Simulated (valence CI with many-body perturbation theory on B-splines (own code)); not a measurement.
The numbers below are computed, except where a source is named.
Ladder of approximations for La XVII

Method: configuration interaction combined with many-body perturbation theory (CI+MBPT): five valence electrons over a frozen Dirac-Fock core [Kr], a basis of 7 s, 7 p, 8 d, 6 f, 4 g, 1 h functions for each j, with the one-electron correlation potential Σ1, the two-electron term Σ2, the three-electron term Σ3, Breit, model QED; selected CI, second order for the rest (own B-spline code, finite nucleus).

No measured levels were compared; by estimate terms of the open shell hold to 2 to 4 % of their energy, and close levels can change places. Core correlation moves these levels by up to 12000 cm⁻¹, and in measured spectra 5 to 20 % of such shifts remained as error; rates that hang on mixing are uncertain with them. Among the levels kept, up to 300 cm⁻¹ of a level comes from second order outside the variational space, and about a tenth of that is noise between levels of different J, which matters for small intervals. Only levels of the ground parity were solved; by the run's estimate the other parity begins above the list, which can be wrong where configurations are misplaced.

Each rung adds one term. CI alone is the Dirac-Coulomb CI over the frozen core; QED comes last and gives the full result, which names the levels. Energies are above 4d5 6S_5/2 on the same rung, in cm⁻¹.

Names give the largest LS component (configuration and term), which can be under half, so a name can repeat, a term be missing and a line seem to break the LS rules; names also repeat where a configuration has a term twice. Letters in brackets count levels of one name in rising energy.

| Level | CI alone |
| --- | --- |
| 4d5 4G_5/2 [a] | 39745 |
| 4d5 4G_7/2 | 54076 |
| 4d5 4D_3/2 [a] | 54759 |
| 4d5 4G_11/2 | 57642 |
| 4d5 4G_5/2 [b] | 58116 |
| 4d5 4G_9/2 | 60166 |
| 4d5 4P_1/2 | 62514 |
| 4d5 4D_7/2 | 72254 |
| 4d5 2D_5/2 [a] | 75494 |
| 4d5 2I_11/2 | 84700 |
| 4d5 4D_1/2 | 82184 |
| 4d5 2F_7/2 [a] | 85866 |
| 4d5 4D_3/2 [b] | 84167 |
| 4d5 2G_9/2 [a] | 90321 |
| 4d5 2I_13/2 | 93754 |
| 4d5 4F_3/2 | 88739 |

What do these energies become with core correlation, Breit and QED?

4d5 4G_5/2 [a] 35010 (-4734); 4d5 4G_7/2 48385 (-5692); 4d5 4D_3/2 [a] 50609 (-4150); 4d5 4G_11/2 51179 (-6463); 4d5 4G_5/2 [b] 53396 (-4720); 4d5 4G_9/2 54138 (-6027); 4d5 4P_1/2 58840 (-3674); 4d5 4D_7/2 66317 (-5937); 4d5 2D_5/2 [a] 70589 (-4905); 4d5 2I_11/2 76170 (-8530); 4d5 4D_1/2 77491 (-4693); 4d5 2F_7/2 [a] 78067 (-7799); 4d5 4D_3/2 [b] 80178 (-3989); 4d5 2G_9/2 [a] 82555 (-7767); 4d5 2I_13/2 83978 (-9776); 4d5 4F_3/2 84270 (-4469).

How does the ionisation energy move along the ladder, and which term matters most?

CI alone 426.18, + Σ1 428.26, + Σ2 430.60, + Σ3 430.60, + Breit 430.64, + QED 430.65 eV. The largest step is Σ2, 2.34 eV. NIST lists 431 ± 3 eV (theoretical).
